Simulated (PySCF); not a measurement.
H5P2, SMILES P[PH3+], charge +1. Atoms are numbered in the order given.

```xyz
7

P      1.1749    -0.1158     0.0000
P     -1.0223     0.0041     0.0000
H      1.2218     0.8663     1.0430
H      1.2218     0.8663    -1.0430
H     -1.5511    -0.6699    -1.1237
H     -1.5511    -0.6699     1.1237
H     -1.6291     1.2832     0.0000
```
Charge +1, spin multiplicity 1.

The structure is a stationary point at PBE-D3(BJ)/def2-TZVP. The isomer is the one that the SMILES or the coordinates give; other isomers of the formula were not compared.

Calculation: TDDFT-B3LYP/def2-SVPD (PySCF 2.14.0).

Vertical excitations. Gas-phase values at a fixed geometry. State labels are in the subgroup Cs.

Question: Estimate the UV-visible absorptions. (The exact figures need the calculation; the answer reports its results.)

Answer: 
```csv
state,symmetry,energy (eV),λ (nm),f,main pairs
S1,A',6.31,196,0.086,HOMO→LUMO 91 %
S2,A",7.04,176,0.001,HOMO→LUMO+1 100 %
S3,A',7.30,170,0.021,HOMO→LUMO+2 96 %
S4,A',7.40,168,0.033,HOMO→LUMO+3 90 %
S5,A",7.85,158,0.049,HOMO→LUMO+4 87 %
S6,A",8.34,149,0.001,HOMO−1→LUMO 87 %
S7,A',8.86,140,0.096,"HOMO→LUMO+5 67 %, HOMO−2→LUMO 24 %"
S8,A',8.95,139,0.121,"HOMO−2→LUMO 49 %, HOMO→LUMO+5 29 %, HOMO−1→LUMO+1 8 %"
S9,A',9.50,130,0.011,"HOMO−2→LUMO+3 52 %, HOMO−1→LUMO+1 42 %"
S10,A",9.57,130,0.009,"HOMO−2→LUMO+1 67 %, HOMO−2→LUMO+4 17 %"
T1,A',5.00,248,0,HOMO→LUMO 97 %
T2,A",6.33,196,0,"HOMO→LUMO+4 75 %, HOMO→LUMO+1 21 %"
T3,A",6.92,179,0,"HOMO→LUMO+1 77 %, HOMO→LUMO+4 21 %"
T4,A',6.93,179,0,"HOMO→LUMO+2 49 %, HOMO→LUMO+3 48 %"
```
Triplets are in the Tamm–Dancoff approximation, which puts them higher than full response would, so one can lie above its singlet here.
